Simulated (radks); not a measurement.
Gd3+, configuration [Xe] 4f7.

Calculated with a radial shooting solver on a logarithmic mesh with Libxc functionals: non-relativistic Kohn-Sham, r2SCAN, spin-polarised, spherical densities, point nucleus; open shells are filled with parallel spins first (spin-orbit coupling, left out, can overturn this in heavy ions); meta-GGA in the generalised Kohn-Sham scheme; relativity is left out, which matters for an element this heavy.

Energy parts (Ry):
| part | energy |
|---|---|
| total | -21645.4548 |
| kinetic | 21639.1329 |
| electron-nucleus | -51244.2343 |
| Hartree | 8438.1084 |
| exchange-correlation | -478.4618 |

Orbitals (lengths in bohr, moments of r in powers of bohr; <r^-3> diverges for s and p1/2; r(max) is where P^2 peaks):
orbital	occ.	eigenvalue (Ry)	<r^-3>	<r^2>	r(max)	<r>
1s up	1	-3466.956	-	0.0007514	0.01572	0.02371
1s down	1	-3466.955	-	0.0007514	0.01572	0.02371
2s up	1	-555.1771	-	0.01194	0.08606	0.1009
2s down	1	-555.1760	-	0.01194	0.08606	0.1009
2p up	3	-527.9516	8945	0.008890	0.06705	0.08561
2p down	3	-527.9502	8945	0.008889	0.06705	0.08560
3s up	1	-124.5371	-	0.07723	0.2396	0.2603
3s down	1	-124.2234	-	0.07703	0.2394	0.2599
3p up	3	-112.4088	1825	0.07242	0.2270	0.2502
3p down	3	-112.1206	1831	0.07219	0.2269	0.2499
3d up	5	-89.86395	310.8	0.05802	0.1817	0.2224
3d down	5	-89.65385	311.9	0.05777	0.1815	0.2220
4s up	1	-26.59063	-	0.3885	0.5471	0.5871
4s down	1	-25.98799	-	0.3888	0.5468	0.5874
4p up	3	-21.80566	400.1	0.4104	0.5528	0.6012
4p down	3	-21.19893	398.3	0.4112	0.5525	0.6017
4d up	5	-13.30097	57.68	0.4688	0.5604	0.6363
4d down	5	-12.69022	57.28	0.4722	0.5602	0.6382
4f up	7	-2.96544	8.846	0.8153	0.5564	0.8025
4f down	0	-2.40380	8.391	0.9296	0.5601	0.8464
5s up	1	-5.19575	-	2.190	1.265	1.398
5s down	1	-4.96229	-	2.307	1.288	1.435
5p up	3	-3.84998	58.73	2.684	1.371	1.544
5p down	3	-3.66896	52.93	2.843	1.403	1.589

The highest occupied level is 4f up at -40.347 eV. The electron density at the nucleus is 1.866e+05 e/bohr^3. The spin density at the nucleus is 1.737 e/bohr^3 (1s -0.002, 2s -0.291, 3s -6.311, 4s 1.741, 5s 6.599). Virial ratio -V/T = 2.00029.
